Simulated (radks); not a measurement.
Results of a calculation; reference values are marked as such.
Charge is removed step by step from the 5p level of the lanthanum ion La+, starting from [Xe] 5d2. Code: a radial shooting solver on a logarithmic mesh with Libxc functionals. Model: scalar-relativistic Kohn-Sham, PBEsol, spin-unpolarised, spherical densities, point nucleus.

\begin{tabular}{lrrr}
removed (e) & E - E(0) (eV) & eigenvalue (eV) & E minus straight line (eV) \\ \hline
0 & 0.000 & -26.316 & 0.000 \\
0.125 & 3.363 & -27.522 & -0.554 \\
0.25 & 6.879 & -28.755 & -0.955 \\
0.375 & 10.550 & -30.013 & -1.200 \\
0.5 & 14.379 & -31.292 & -1.287 \\
0.625 & 18.370 & -32.592 & -1.213 \\
0.75 & 22.525 & -33.910 & -0.975 \\
0.875 & 26.845 & -35.245 & -0.572 \\
1 & 31.333 & -36.598 & 0.000 \\
\end{tabular}

Removing the whole electron costs 31.333 eV by Delta-SCF, against 26.316 eV from minus the eigenvalue at the starting occupation. Slater's transition state (half an electron removed) gives 31.292 eV. Integrating minus the eigenvalue over the occupation (Janak's theorem) gives 31.346 eV. In this scalar-relativistic scheme the density is built from large components alone, so the theorem holds only approximately. The mean slope of the eigenvalue, de/dn, is 10.3 eV per electron.
